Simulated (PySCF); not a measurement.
A GIAO shielding run with PySCF 2.14 (density fitting, non-relativistic, gas phase) on SMILES FC([C@@H]1C(=C)[SiH2]N(C)C1)F, C6H11F2NSi:

```
$ OMP_NUM_THREADS=1 python probes_run.py task.json out

{"job": {"kind": "nmr", "xc": "PBE0", "basis": "pcSseg-1"}, "charge": 0, "multiplicity": 1}
C      0.694885     2.656673    -0.282183
C      0.270128     1.414392    -0.132234
Si    -1.444619     0.799214     0.335196
N     -1.008760    -0.816306    -0.053139
C     -1.892999    -1.943717    -0.135379
C      0.230735    -0.948111    -0.788093
C      1.143603     0.208510    -0.371427
C      1.835379    -0.146356     0.941344
F      2.638156    -1.233742     0.796922
F      2.650328     0.853300     1.356611
H      1.701588     2.895234    -0.590627
H      0.045309     3.493214    -0.089179
H     -2.478187     1.440904    -0.488883
H     -1.803793     0.862991     1.754491
H     -1.390142    -2.848327     0.219453
H     -2.763104    -1.757542     0.488654
H     -2.232010    -2.123277    -1.162707
H      0.693652    -1.915196    -0.558656
H      0.058141    -0.910918    -1.873207
H      1.921481     0.395265    -1.117579
H      1.121307    -0.359263     1.750149
```

Hardware: 1 thread of an Arm Neoverse N1, shared host. The job also computes population analyses, field gradients, ring-centre shieldings.

**Question.** How large is the calculation?

**Answer.** 86 electrons, 232 basis functions and 1219 auxiliary functions.

**Question.** How long does it take, and how much memory does it need?

**Answer.** 99 s of wall time, with 14 SCF cycles and 5 response iterations; peak memory 1.1 GiB. Times on a shared host scatter by some tens of per cent.
